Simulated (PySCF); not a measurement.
A PySCF script (with the pyscf-properties extension) for the NMR shieldings of SMILES CC[Si@H](C[SiH3])CCF, C5H15FSi2, on a GFN2-xTB geometry:

```python
import basis_set_exchange as bse
import numpy as np
from pyscf import gto, dft
from pyscf.prop import nmr

atoms = """
C     2.869314   -0.480799    0.776674
C     1.825258   -0.862335   -0.268073
Si    0.026446   -0.678484    0.349332
C    -1.173909   -1.059381   -1.077033
Si   -3.015529   -0.735408   -0.732374
C    -0.267696    1.088240    1.009580
C    -0.058863    2.149853   -0.047514
F    -0.289214    3.409546    0.469129
H     2.754387   -1.089299    1.670130
H     2.764878    0.562634    1.063047
H     3.877313   -0.627969    0.392215
H     1.982163   -0.255888   -1.162493
H     1.993999   -1.896595   -0.571546
H    -0.200219   -1.606135    1.472003
H    -1.057210   -2.107863   -1.349670
H    -0.880764   -0.491125   -1.960526
H    -3.241476    0.692774   -0.500979
H    -3.437272   -1.499166    0.442100
H    -3.801176   -1.151283   -1.898459
H    -1.285794    1.173901    1.389220
H     0.396335    1.297297    1.848370
H    -0.755856    2.033035   -0.883172
H     0.970134    2.161434   -0.419884
"""
names = dict.fromkeys(["C", "Si", "F", "H"], "pcSseg-1")
basis = {el: gto.basis.parse(bse.get_basis(n, elements=[el], fmt="nwchem")) for el, n in names.items()}
mol = gto.M(atom=atoms, basis=basis, charge=0, verbose=0)
mf = dft.RKS(mol, xc="PBE0")
mf.grids.level = 2
mf.grids.alignment = dft.numint.BLKSIZE   # the property module wants whole blocks of grid points
mf.conv_tol = 1e-9
mf.kernel()

calc = nmr.RKS(mf)   # GIAO
C = mf.mo_coeff
Co = C[:, mf.mo_occ > 0]
resp = mf.gen_response(singlet=True, hermi=2)
def vind(x):   # induced exchange potential for any number of trial vectors
    d = np.einsum("pi,xij,qj->xpq", C, 2 * x.reshape(-1, C.shape[1], Co.shape[1]), Co, optimize=True)
    return np.einsum("xpq,pi,qj->xij", resp(d - d.transpose(0, 2, 1)), C, Co, optimize=True).ravel()
mo1, _ = nmr.rhf.solve_mo1(calc, with_cphf=vind)
sigma = calc.kernel(mo1)
for i, s in enumerate(sigma):   # ppm
    w = np.linalg.eigvalsh((s + s.T) / 2)
    print("%2d %-2s iso %8.1f  s11 %8.1f  s22 %8.1f  s33 %8.1f" % (i, mol.atom_pure_symbol(i), w.mean(), *w))
```

Problem. What are the results?

Solution. 
```
 0 C  iso    176.6  s11    170.5  s22    171.4  s33    187.7
 1 C  iso    176.8  s11    169.3  s22    171.1  s33    189.9
 2 Si iso    365.5  s11    332.7  s22    365.4  s33    398.5
 3 C  iso    197.6  s11    195.1  s22    196.3  s33    201.4
 4 Si iso    426.1  s11    403.4  s22    407.4  s33    467.4
 5 C  iso    171.3  s11    152.3  s22    171.8  s33    189.8
 6 C  iso    104.4  s11     60.2  s22     85.4  s33    167.4
 7 F  iso    400.1  s11    370.2  s22    377.8  s33    452.4
 8 H  iso     30.8  s11     26.3  s22     28.8  s33     37.2
 9 H  iso     30.7  s11     25.2  s22     31.0  s33     36.0
10 H  iso     30.3  s11     25.0  s22     27.4  s33     38.5
11 H  iso     31.1  s11     27.2  s22     30.2  s33     35.9
12 H  iso     31.0  s11     25.4  s22     30.2  s33     37.2
13 H  iso     27.4  s11     24.3  s22     25.9  s33     32.1
14 H  iso     31.9  s11     25.9  s22     30.0  s33     40.0
15 H  iso     32.1  s11     27.5  s22     30.4  s33     38.4
16 H  iso     27.7  s11     23.4  s22     27.7  s33     32.0
17 H  iso     27.8  s11     24.3  s22     26.0  s33     33.1
18 H  iso     27.6  s11     23.8  s22     25.1  s33     33.9
19 H  iso     30.4  s11     26.7  s22     29.1  s33     35.4
20 H  iso     30.3  s11     26.6  s22     28.8  s33     35.4
21 H  iso     27.0  s11     21.6  s22     28.3  s33     31.1
22 H  iso     27.0  s11     21.4  s22     28.7  s33     30.9
```

These numbers come from an equivalent density-fitted implementation of the same equations, which agrees with the script to about 0.01 ppm for H and up to a few tenths of a ppm for heavy atoms, so last digits may differ.

Problem. Turn these shieldings into chemical shifts. Referencing at the same level of theory: ¹³C (186.93 ppm) and ²⁹Si (349.16 ppm) and ¹H (31.72 ppm) vs TMS; CFCl3 for ¹⁹F (170.95 ppm).

Solution. Averaging equivalent atoms: C 6: 82.6; C 5: 15.6; C 0: 10.4; C 1: 10.2; C 3: -10.7; Si 2: -16.4; Si 4: -76.9; F 7: -229.2; H 21: 4.70; H 22: 4.70; H 13: 4.31; H 16/17/18: 4.00; H 20: 1.43; H 19: 1.33; H 8/9/10: 1.12; H 12: 0.76; H 11: 0.58; H 14: -0.22; H 15: -0.38 ppm. Unscaled 19F shifts against computed CFCl3 carry errors that often reach 10 to 50 ppm.

Size and cost of the density-fitted run: 225 basis functions, 45 s wall time on 1 thread of an Arm Neoverse V1, shared host; peak memory 1 GiB.
